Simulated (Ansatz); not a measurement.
**Ligand exchange: SiH(CH3)(OH)(SiH3) + In(CH3)(OH)2 → SiH(OH)2(SiH3) + In(CH3)2(OH)**

Species: SiH(CH3)(OH)(SiH3), singlet; In(CH3)(OH)2, singlet; SiH(OH)2(SiH3), singlet; In(CH3)2(OH), singlet. The partners trade CH3 for OH: Si–CH3 and In–OH bonds give way to Si–OH and In–CH3.

Shapes, held fixed at every level: PBE0-D4/def2-TZVP. Flexible molecules stand in one conformer, not always the lowest. Programs: Ansatz 0.2.0. Electronic energies: no zero-point or thermal term.

| level | kind | ΔE (kJ/mol) | less CCSD(T)/def2-TZVPP | CPU time (sum over the molecules) |
| --- | --- | --- | --- | --- |
| HF/def2-SVP | Hartree–Fock | -51.3 | +4.9 | – |
| HF/def2-TZVPP | Hartree–Fock | -59.1 | -2.9 | – |
| r2SCAN-D4/def2-TZVPP | meta-GGA | -51.0 | +5.2 | 55 s |
| B3LYP-D4/def2-TZVPP | global hybrid | -52.9 | +3.3 | 61 s |
| r2SCAN0-D4/def2-TZVPP | global hybrid | -55.4 | +0.8 | 61 s |
| B2PLYP/def2-TZVPP | double hybrid | -54.2 | +2.0 | 69 s |
| CCSD(T)/def2-SVP | coupled cluster or CI | -43.1 | +13.1 | 57 s |
| CCSD(T)/def2-TZVPP | coupled cluster or CI | -56.2 | 0.0 | 19 min |

The highest level, CCSD(T)/def2-TZVPP, gives ΔE = -56.2 kJ/mol; the levels span -59.1 to -43.1. The column of differences is taken from that level and isn't an error. No measured value is set beside it here. For atoms past krypton def2 sets carry core potentials with scalar relativity. Outer-core shells of In are correlated, in sets that cover them unevenly. Times are processor times on shared x86 and Arm servers, and rough.
